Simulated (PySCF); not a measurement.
# From computed data to an observable: chemical shift, span and skew from a shielding tensor

C₂H₇NOSi₂, SMILES C[SiH2][SiH2]OC#N. Atoms are numbered in the order given.

```xyz
13

C     -2.9861    -0.5287     0.6436
Si    -1.3147     0.3368     0.6929
Si     0.0511    -0.5137    -1.0190
O      1.6014     0.2655    -0.9766
C      2.3289     0.3871     0.0654
N      3.0022     0.5126     1.0046
H     -2.8741    -1.6127     0.7961
H     -3.4924    -0.3628    -0.3192
H     -3.6361    -0.1384     1.4416
H     -0.6141     0.1072     1.9919
H     -1.4537     1.8079     0.4672
H     -0.4246    -0.2076    -2.3944
H      0.3025    -1.9801    -0.8916
```
Charge 0, spin multiplicity 1.

Coordinates come from a PBE0-D3(BJ)/def2-SVP optimisation. The structure was generated by enumeration, and PubChem lists no compound with its InChIKey, so it may never have been made. Other conformers were not sampled.

GIAO shieldings from PBE/pcSseg-1 (PySCF), non-relativistic, no solvent. The symmetric part of the tensor of N6 has the principal values -57.7, -30.6, 334.6 ppm. The same nucleus in NH3 has σ = 267.0 ppm at this level (PySCF, at its B3LYP-D3(BJ)/def2-TZVP geometry).

Task: Work out the isotropic shielding, the ¹⁵N shift against NH3, the span and the skew.

Result: 
σ(iso) = (σ11 + σ22 + σ33)/3 = 82.1 ppm. δ = σ(ref) − σ(iso) = 267.0 − (82.1) = 184.9 ppm.
Span Ω = σ33 − σ11 = 392.3 ppm. Skew κ = 3(σ(iso) − σ22)/Ω = 0.86. Tumbling in solution averages the tensor to δ; in a static solid the shielding alone would spread this spin-1/2 line over Ω.
